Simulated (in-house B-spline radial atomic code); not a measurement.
RPA and G0W0 on BHandHLYP: K V (K4+)

Configuration [Ne] 3s2 3p3, highest spin, mean-field start BHandHLYP. Computed with an all-electron radial atomic-structure program (B-spline basis): all electrons, scalar-relativistic (spin-free one-electron X2C), finite nucleus, each spin shell either full or empty, empty states to l = 9 with an (l + 1/2)⁻⁴ tail; G0W0 by contour deformation at full frequency.

Command:
```bash
python run_gw.py task.json out
```
Settings (radii: box in bohr, nucleus in fm):
```
Z                        19
electrons                15
configuration            [Ne] 3s2 3p3
hamiltonian              x2c
method                   bhandhlyp
lmax                     9
rms_radius               3.4349
spin_polarised           True
box_radius               11.96
intervals                69
```

Cost of the run: 1.4 s on 1 thread of AMD EPYC 7R13 Processor, on a shared host.

Energies (hartree):

```json
{"term": "mean-field total", "value": "-597.01520"}
{"term": "Hartree-Fock functional on these orbitals", "value": "-596.37906"}
{"term": "direct second order", "value": "-0.98285"}
{"term": "second-order exchange", "value": "0.35775"}
{"term": "SOSEX correction", "value": "0.32994"}
```

(1) What is the RPA correlation energy, and what remains with SOSEX?

Quasi-particle levels (eV):

```
  level  occupied  mean field  Σx - vxc     Σc  QP weight     G0W0
  3p up       yes      -77.82     -4.06      ?          ?        ?
3s down       yes      -90.13     -1.76  -2.59      0.960   -94.47
2p down       yes     -359.60    -15.06   6.25      0.929  -368.41
3p down        no      -64.34      6.02  -2.90      0.958   -61.22
```

G0W0 = mean field + (Σx - vxc) + Σc, with Σc (partial-wave tail included) taken at the quasi-particle energy. Only the outer levels were computed. Levels of low weight are left out.

(2) Where does G0W0 put 3p up?

## Answers

(1) RPA gives -0.88116 hartree (-1.6 eV per electron); RPA + SOSEX gives -0.55123, and the second-order doubles -0.6251 hartree (no singles). SOSEX takes back 37 % of the RPA value.

(2) At -82.20 eV, with Σc = -0.32 eV and a quasi-particle weight of 0.958. The tabulated removal energy is 82.66 ± 0.16 eV (NIST, semi-empirical); the calculation leaves out spin-orbit coupling, Breit and QED terms, and what these don't explain is the method's own error.
